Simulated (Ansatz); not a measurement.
Consider the formal exchange of groups at the Si–Si bond: `O[SiH2][Si](O)(F)F` + `[AlH2][SiH3]` → `O[SiH2][AlH][SiH3]` + `O[SiH](F)F`.

Gas-phase electronic energies from Ansatz, PBE0-D4/def2-TZVP geometries. CCSD(T)/CBS is the MP2 limit (def2-TZVPP, def2-QZVPP) plus CCSD(T) − MP2 in def2-TZVPP, frozen cores. This one scheme is used for every species. DFT in def2-TZVPP. B3LYP here is the variant with VWN-RPA as its local correlation; programs differ in this. Each species was taken in one conformer, which may not be the lowest.

```
             level  ΔE (kJ/mol)
            PBE-D4        -13.1
          B3LYP-D4         -9.1
            r2SCAN        -14.7
             B3LYP        -12.3
    MP2/def2-TZVPP        -16.2
SCS-MP2/def2-QZVPP        -14.5
      HF/CBS(def2)        -12.5
    CCSD/CBS(def2)        -14.8
```

What does CCSD(T)/CBS give? (An estimate is asked.)

The calculation gave: -15.4 kJ/mol. The listed levels differ from it by 2.3, 6.3, 0.7, 3.1, -0.8, 0.9, 2.9, 0.6 kJ/mol.

Largest T1 diagnostic among the species: 0.013.

In def2-TZVPP, CCSD(T) changes the Hartree–Fock value by −4.4 kJ/mol (the triples alone add −0.6 kJ/mol) and MP2 by −3.9 kJ/mol. The D4 term adds +3.2 kJ/mol with B3LYP and +1.6 kJ/mol with PBE0; it sums over pairs of atoms, weighted by their polarisabilities, and B3LYP, whose exchange is more repulsive, gets the larger term.
